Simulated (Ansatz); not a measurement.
Mulliken charges of `[NH2][Nb](=[O])([Cl])[Cl]` from B3LYP/def2-TZVPP in Ansatz (PBE0-D4/def2-TZVP geometry).

| atom | x (Å) | y (Å) | z (Å) | charge (e) |
| --- | --- | --- | --- | --- |
| N1 | -0.622 | 0.487 | 0.922 | -0.521 |
| Nb2 | 0.433 | -0.340 | -0.479 | 1.304 |
| O3 | 1.598 | -1.213 | 0.362 | -0.480 |
| Cl4 | -0.888 | -1.750 | -1.730 | -0.325 |
| Cl5 | 1.417 | 1.280 | -1.783 | -0.325 |
| H6 | -1.417 | 1.089 | 0.749 | 0.163 |
| H7 | -0.459 | 0.379 | 1.913 | 0.183 |

By hand: the dipole of these point charges (1 e Å = 4.8032 D).

Σ q r = (-0.365, 0.285, 0.335) e Å, of length 0.572 e Å = 2.75 D.

How does the dipole of the full density compare? (Estimate.)

Ansatz gave: (-0.482, 0.373, 0.396) e Å, 3.49 D; the point charges give 0.79 times that, at 3° from its direction.

Point charges leave out the atoms' own dipoles, such as those of lone pairs, and Mulliken's split depends on the basis, so the two needn't agree.

B3LYP here is the variant with VWN-RPA as its local correlation; programs differ in this.
